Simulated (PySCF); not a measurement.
# He⁺ (helium, charge +1) across methods

1s1, 2S determinant. All numbers are calculated (PySCF 2.14, no relativity, point nucleus, in aug-cc-pVQZ with one added diffuse shell each of s, p, d, f type (6s5p4d3f, 62 functions)).

```
   method  E (hartree)  mean ε 1s α (eV)  Σ⟨r²⟩ (bohr²)   ⟨S²⟩
      PBE      -1.9936           -42.039         0.7797  0.750
    B3LYP      -1.9985           -44.511         0.7713  0.750
   r2SCAN      -2.0000           -43.212         0.7624  0.750
     PBE0      -1.9966           -45.173         0.7711  0.750
    M06-L      -2.0067           -43.159         0.7462  0.750
CAM-B3LYP      -1.9898           -46.435         0.7766  0.750
      UHF     -1.99981           -54.418         0.7504  0.750
    TPSSh      -2.0000           -43.883         0.7628  0.750
      LDA      -1.9415           -41.099         0.8001  0.750
```

For one electron the Hartree and exchange-correlation energies should cancel; what remains is the self-interaction error.
